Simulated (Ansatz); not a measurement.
Molecule: C$_{5}$H$_{12}$O, net charge 0, singlet state. SMILES: OC(CC)CC
Coordinates optimised at B3LYP-D3(BJ)/def2-TZVP (Ansatz, a quantum-chemistry and plane-wave program):
```xyz
18

C      2.5438    -0.0219    -0.3328
C      1.2136     0.7222    -0.3823
C      0.0052    -0.1732    -0.1172
C     -1.3175     0.5739    -0.2744
C     -2.5429    -0.3200    -0.1161
O      0.0968    -0.8038     1.1652
H      2.5860    -0.7948    -1.1039
H      2.6805    -0.5108     0.6318
H      3.3824     0.6574    -0.4950
H      1.0867     1.1967    -1.3600
H      1.2105     1.5358     0.3538
H      0.0242    -1.0106    -0.8224
H     -1.3469     1.3859     0.4628
H     -1.3302     1.0550    -1.2570
H     -2.5393    -0.8167     0.8542
H     -3.4657     0.2560    -0.2032
H     -2.5598    -1.0964    -0.8846
H      0.0850    -0.1129     1.8386
```
Charge 0, spin multiplicity 1.

Quantity: atomisation energy (electronic, to ground-state atoms); the coupled-cluster value holds the core correlation from cc-pwCVTZ, in kJ/mol. Cores are frozen in the correlated levels unless marked. Open shells are spin-unrestricted. No spin-orbit coupling. No relativistic terms. CBS marks a two-point X^-3 extrapolation of the correlation energy; Hartree-Fock from the larger set.

Level to compare with: CCSD(T)/CBS(cc-pVTZ,cc-pVQZ) plus the core term (Ansatz), 7117.5 kJ/mol. It is a level with limits of its own, and the differences hold the functionals' basis error too.

Q: Rank these functionals by how close they come to CCSD(T)/CBS(cc-pVTZ,cc-pVQZ), closest first: BHLYP/def2-TZVPD (Ansatz); CAM-B3LYP/def2-TZVPD (Ansatz); BLYP/def2-TZVPD (Ansatz); wB97M-V/def2-TZVPD (Ansatz).

A: wB97M-V/def2-TZVPD (range-separated hybrid meta-GGA with VV10, 7101.1 kJ/mol, difference -16.4), CAM-B3LYP/def2-TZVPD (range-separated hybrid, 7093.5 kJ/mol, difference -24.0), BLYP/def2-TZVPD (GGA, 6978.5 kJ/mol, difference -139.0), BHLYP/def2-TZVPD (global hybrid, 6881.6 kJ/mol, difference -235.9)
